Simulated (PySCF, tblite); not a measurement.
Compound: C4H11N2PSi2.
Geometry (GFN2-xTB, Å), atoms numbered from 1 in this order:
```xyz
20
C4H11N2PSi2 angstrom
N     -0.3749   -0.7767   -3.1979
C     -0.1024   -1.0136   -2.1101
C      0.2580   -1.2464   -0.7509
C     -0.9721   -1.2197    0.1668
C     -1.8488    0.0262    0.0089
N     -1.2637    1.2136    0.6132
Si     0.1874    1.9706    0.0747
Si     1.5450    0.1060   -0.2165
P      2.5690   -0.8581    1.5448
H      0.7233   -2.2366   -0.6913
H     -1.5972   -2.0922   -0.0452
H     -0.6374   -1.2930    1.2055
H     -2.0608    0.1787   -1.0586
H     -2.8016   -0.1705    0.5088
H     -1.9780    1.8194    0.9879
H      0.0789    2.7705   -1.1584
H      0.5241    2.8685    1.1834
H      2.5689    0.1262   -1.2774
H      3.4678    0.1782    1.7112
H      1.7093   -0.3403    2.4981
```

Computed, not measured: PBE0/pcSseg-1 in PySCF (dipole) on a GFN2-xTB geometry, gas phase.

Masses are those of the commonest isotopes; rigid-rotor values at the optimised geometry. The values belong to one conformer with, in the numbering `[N:1]#[C:2][C@@H:3]1[CH2:4][CH2:5][NH:6][SiH2:7][Si@H:8]1[PH2:9]`, Si7–Si8–P9–H -72° and 21°, C2–C3–C4–C5 -52°, C3–C4–C5–N6 -75°, C4–C5–N6–Si7 66°, C5–N6–Si7–Si8 -45°.

Problem. What are A, B and C (cm⁻¹)?

Solution. Ia = 433.81, Ib = 611.41, Ic = 756.80 u·Å²; 505379 MHz·u·Å²/I gives 1165, 826.6 and 667.8 MHz, that is A = 0.03886, B = 0.02757, C = 0.02227 cm⁻¹.

Problem. Classify the top.

Solution. An asymmetric top. Ray's parameter κ = (2B − A − C)/(A − C) = -0.361; −1 is the prolate and +1 the oblate limit.

Problem. What does the inertial defect say?

Solution. Not planar: Δ = Ic − Ia − Ib = -288.42 u·Å². For a rigid frame Δ = −2 Σ m c², so Σ m c² = 144.21 u·Å² lies off the ab plane: 27.34 from hydrogen and 116.87 from heavier atoms. The atom farthest from that plane is 2.34 Å away.

Problem. List the rotational levels J(Ka,Kc) to J = 4 (MHz).

Solution. Above 0(0,0):
J = 1: 1(0,1) 1494, 1(1,1) 1833, 1(1,0) 1992
J = 2: 2(0,2) 4439, 2(1,2) 4663, 2(1,1) 5139, 2(2,1) 6154, 2(2,0) 6198
J = 3: 3(0,3) 8764, 3(1,3) 8883, 3(1,2) 9828, 3(2,2) 10637, 3(2,1) 10839, 3(3,1) 12751, 3(3,0) 12759
J = 4: 4(0,4) 14421, 4(1,4) 14474, 4(1,3) 16008, 4(2,3) 16580, 4(2,2) 17102, 4(3,2) 18798, 4(3,1) 18851, 4(4,1) 21663, 4(4,0) 21665

Problem. Which types of transition are allowed, and where do some lines up to J = 5 fall?

Solution. The dipole components are |μa| = 1.77 D, |μb| = 2.88 D, |μc| = 2.21 D. Intensities carry the squares of the components, which stand as 0.38 : 1.00 : 0.59 (a : b : c). Some lines, for components of 0.1 D or more:

| type | branch | J(Ka,Kc) | MHz | lower level (cm⁻¹) |
| --- | --- | --- | --- | --- |
| a | Q | 2(1,1) ← 2(1,2) | 476 | 0.156 |
| a | Q | 4(2,2) ← 4(2,3) | 522 | 0.553 |
| b | Q | 3(2,1) ← 3(1,2) | 1012 | 0.328 |
| b | Q | 3(1,2) ← 3(0,3) | 1063 | 0.292 |
| b | Q | 4(1,3) ← 4(0,4) | 1587 | 0.481 |
| a | Q | 5(1,4) ← 5(1,5) | 2188 | 0.714 |
| b | Q | 4(4,0) ← 4(3,1) | 2813 | 0.629 |
| c | Q | 5(5,1) ← 5(4,1) | 3660 | 0.975 |
| b | R | 3(1,2) ← 2(2,1) | 3673 | 0.205 |
| b | R | 4(2,2) ← 3(3,1) | 4351 | 0.425 |
| a | R | 3(1,2) ← 2(1,1) | 4689 | 0.171 |
| b | R | 4(1,3) ← 3(2,2) | 5371 | 0.355 |
| b | R | 4(1,4) ← 3(0,3) | 5709 | 0.292 |
| a | R | 4(2,3) ← 3(2,2) | 5942 | 0.355 |
| b | R | 5(2,3) ← 4(3,2) | 6164 | 0.627 |
| b | R | 3(3,1) ← 2(2,0) | 6553 | 0.207 |
| b | R | 3(3,0) ← 2(2,1) | 6605 | 0.205 |
| a | R | 5(4,2) ← 4(4,1) | 7569 | 0.723 |
| a | R | 5(1,4) ← 4(1,3) | 7599 | 0.534 |
| a | R | 5(3,2) ← 4(3,1) | 7699 | 0.629 |
| b | R | 5(2,4) ← 4(1,3) | 7946 | 0.534 |
| c | R | 4(3,1) ← 3(2,1) | 8012 | 0.362 |
| c | R | 4(4,1) ← 3(3,1) | 8912 | 0.425 |
| c | R | 5(3,2) ← 4(2,2) | 9448 | 0.570 |

Problem. Estimate the classical rotational partition function at 25 K, 50 K and 500 K.

Solution. Point group C1, symmetry number σ = 1; q = (√π/σ)·√((kT/h)³/(ABC)), k/h = 20836.6 MHz/K: 26300 at 25 K, 74300 at 50 K, 2350000 at 500 K.

Its GFN2-xTB frequencies are all real (lowest 36 cm⁻¹). No vibrational averaging or centrifugal distortion is included, and the geometry carries the error of its method. A rigid rotor knows nothing of inversion at nitrogen, which can split or shift real lines. Quadrupole hyperfine structure (14N) is left out.

Time: 99 s; peak memory 1.1 GiB. Hardware: an Arm Neoverse N1 with one thread (shared host). This is the PBE0/pcSseg-1 job that gave the dipole, with the shieldings it also computed.
